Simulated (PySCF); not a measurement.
# Circular dichroism: `Cl/C(C(=C)Cl)=C/C=O`, C₅H₄Cl₂O

Geometry:
| atom | x (Å) | y (Å) | z (Å) |
| --- | --- | --- | --- |
| C1 | -2.011 | 0.134 | -0.088 |
| C2 | -1.200 | -0.577 | -0.877 |
| Cl3 | -1.555 | -0.810 | -2.557 |
| C4 | 0.035 | -1.223 | -0.400 |
| Cl5 | 0.145 | -2.914 | -0.737 |
| C6 | 1.022 | -0.604 | 0.276 |
| C7 | 1.101 | 0.847 | 0.509 |
| O8 | 1.949 | 1.348 | 1.206 |
| H9 | -2.912 | 0.603 | -0.486 |
| H10 | -1.787 | 0.236 | 0.976 |
| H11 | 1.864 | -1.190 | 0.655 |
| H12 | 0.342 | 1.471 | -0.021 |

Method used: TDDFT CAM-B3LYP/aug-cc-pVDZ circular dichroism and optical rotation, one conformer, gas phase (PySCF). Geometry: PBE0-D3(BJ)/def2-SVP.

No stereocentre is labelled: unless the shape is locked (an allene, a helicene, a hindered biaryl), the mirror image is equally populated and a measured rotation or CD is zero.

Q: Which excitations and rotatory strengths does the calculation give?

A: Rotatory strengths R in 10⁻⁴⁰ esu² cm², velocity form and length form (origin at the centre of mass); f in length form.
```tsv
state	E (eV)	λ (nm)	f	R (velocity)	R (length)	main
1	3.63	342	0.002	-18.8	-19.0	HOMO→LUMO 0.53, HOMO−1→LUMO 0.27
2	5.03	247	0.182	+73.2	+74.3	HOMO→LUMO 0.42, HOMO−1→LUMO 0.39
3	5.45	228	0.154	-23.2	-23.6	HOMO−2→LUMO 0.69, HOMO−1→LUMO 0.19
4	6.04	205	0.109	-41.4	-41.7	HOMO→LUMO+1 0.58, HOMO−1→LUMO 0.12
5	6.16	201	0.105	+45.6	+45.9	HOMO−1→LUMO+1 0.68
6	6.28	198	0.013	-22.0	-22.2	HOMO−4→LUMO 0.73
7	6.44	192	0.012	-12.9	-12.9	HOMO−3→LUMO 0.78, HOMO−4→LUMO 0.09
8	6.55	189	0.106	+13.3	+13.0	HOMO−2→LUMO+1 0.63
9	6.90	180	0.005	-11.4	-11.8	HOMO→LUMO+2 0.52, HOMO→LUMO+4 0.08
10	6.99	177	0.027	+4.7	+4.7	HOMO→LUMO+2 0.25, HOMO→LUMO+5 0.16
11	7.19	173	0.008	+15.0	+15.2	HOMO−1→LUMO+2 0.34, HOMO→LUMO+6 0.11
12	7.26	171	0.002	+0.3	+0.6	HOMO−3→LUMO+1 0.25, HOMO−2→LUMO+4 0.08
```

Among the states computed, the strongest CD band (largest |R|) is state 2. The largest dissymmetry factor in size, g = 4R/(D+G), with D and G the electric and magnetic dipole strengths, is -0.059 for state 1 (velocity form, f = 0.002), among bands with |R| over 0.5. The mirror image has the same energies and oscillator strengths and all R with the opposite sign.
